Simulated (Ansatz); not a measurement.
Cost and result for the atomization energy of `C[O][Ge]([NH2])([O]C)[O]C` (19 atoms, 18 bonds).

```xyz
19

C     1.281   -0.410   -1.876
O     0.699    0.603   -1.082
Ge   -0.213    0.144    0.358
N    -0.607    1.735    1.125
O    -1.573   -0.900   -0.047
C    -2.540   -0.425   -0.955
O     0.709   -0.904    1.421
C     1.859   -0.386    2.057
H     1.990   -1.020   -1.306
H     0.526   -1.077   -2.306
H     1.820    0.075   -2.693
H    -0.594    2.519    0.490
H    -1.429    1.761    1.709
H    -3.322   -1.183   -1.036
H    -2.120   -0.256   -1.954
H    -3.004    0.510   -0.617
H     2.173   -1.109    2.813
H     1.661    0.572    2.549
H     2.684   -0.247    1.349
```

Charge 0, multiplicity 1. Correlated methods include outer-core shells of Ge, which these sets cover unevenly. Scalar relativity is left out up to krypton. The structure was optimised at the PBE0-D4/def2-TZVP level. It is one conformer, not always the lowest. Program: Ansatz. All runs use 4 threads of an AMD EPYC 7R13 on a shared host and a share of an NVIDIA H100 80 GB. Times are those of one run each, without the atoms' runs, and a repeat can differ threefold. Electronic energies, without spin–orbit coupling; frozen cores. CCSD(T)/CBS adds CCSD(T) − MP2 in def2-TZVPP to the MP2 limit, and its time is that of the two runs behind it. T1 = 0.012. With those shells the extrapolation isn't a true limit. B3LYP takes the VWN-RPA correlation (the form of Gaussian; ORCA's B3LYP/G).

CCSD(T)/CBS is a level of theory with its own doubt, some kJ/mol a heavy atom from the limit and from the frozen cores, so smaller differences don't rank the functionals.

```json
{"level": "CCSD(T)/def2-SVP", "functions": "185", "wall time": "8 s", "atomization (kcal/mol)": "1610.1", "difference from CCSD(T)/CBS": "-103.6", "per bond": "-5.8"}
{"level": "CAM-B3LYP-D4/def2-TZVPP", "functions": "419", "wall time": "8.5 s", "atomization (kcal/mol)": "1717.5", "difference from CCSD(T)/CBS": "3.8", "per bond": "0.2"}
{"level": "PBE-D4/def2-TZVPP (with forces)", "functions": "419", "wall time": "9.5 s", "atomization (kcal/mol)": "1741.8", "difference from CCSD(T)/CBS": "28.1", "per bond": "1.6"}
{"level": "BHLYP-D4/def2-TZVPP", "functions": "419", "wall time": "9.5 s", "atomization (kcal/mol)": "1647.9", "difference from CCSD(T)/CBS": "-65.8", "per bond": "-3.7"}
{"level": "B2PLYP/def2-TZVPP", "functions": "419", "wall time": "9.5 s", "atomization (kcal/mol)": "1690.0", "difference from CCSD(T)/CBS": "-23.7", "per bond": "-1.3"}
{"level": "B3LYP-D4/def2-TZVPP (with forces)", "functions": "419", "wall time": "10 s", "atomization (kcal/mol)": "1705.5", "difference from CCSD(T)/CBS": "-8.2", "per bond": "-0.5"}
{"level": "r2SCANh-D4/def2-TZVPP", "functions": "419", "wall time": "10 s", "atomization (kcal/mol)": "1695.7", "difference from CCSD(T)/CBS": "-18.0", "per bond": "-1.0"}
{"level": "BLYP-D4/def2-TZVPP", "functions": "419", "wall time": "11 s", "atomization (kcal/mol)": "1707.5", "difference from CCSD(T)/CBS": "-6.2", "per bond": "-0.3"}
{"level": "LDA (SPW92)/def2-TZVPP", "functions": "419", "wall time": "11 s", "atomization (kcal/mol)": "1973.6", "difference from CCSD(T)/CBS": "259.9", "per bond": "14.4"}
{"level": "ωB97M-V/def2-TZVPP (with forces)", "functions": "419", "wall time": "12 s", "atomization (kcal/mol)": "1710.7", "difference from CCSD(T)/CBS": "-3.0", "per bond": "-0.2"}
{"level": "MP2/def2-QZVPP", "functions": "818", "wall time": "15 s", "atomization (kcal/mol)": "1726.0", "difference from CCSD(T)/CBS": "12.3", "per bond": "0.7"}
{"level": "CCSD(T)/def2-TZVPP", "functions": "419", "wall time": "26 s", "atomization (kcal/mol)": "1669.9", "difference from CCSD(T)/CBS": "-43.8", "per bond": "-2.4"}
{"level": "CCSD(T)/CBS(def2)", "functions": "–", "wall time": "41 s", "atomization (kcal/mol)": "1713.7", "difference from CCSD(T)/CBS": "0.0", "per bond": "0.0"}
```

From PBE to PBE0 (25 % exact exchange), in def2-TZVPP and without D4, the atomization energy moves by −36.4 kcal/mol: exact exchange takes away binding that semilocal exchange gives to molecules. In def2-TZVPP, CCSD(T) changes the Hartree–Fock value by +471.9 kcal/mol (the triples alone add +27.2 kcal/mol) and MP2 by +502.1 kcal/mol; breaking electron pairs costs correlation energy, which Hartree–Fock lacks. Leaving LDA and LC-ωPBE aside and taking each functional with its dispersion term where it has one, the values spread over 93.9 kcal/mol, from BHLYP-D4 to PBE-D4. LDA lies +242.2 kcal/mol from PBE without D4, its usual overbinding.

For some Ge, Se and Sn compounds the MP2-based and the directly extrapolated limit differ by 10 to 25 kJ/mol.
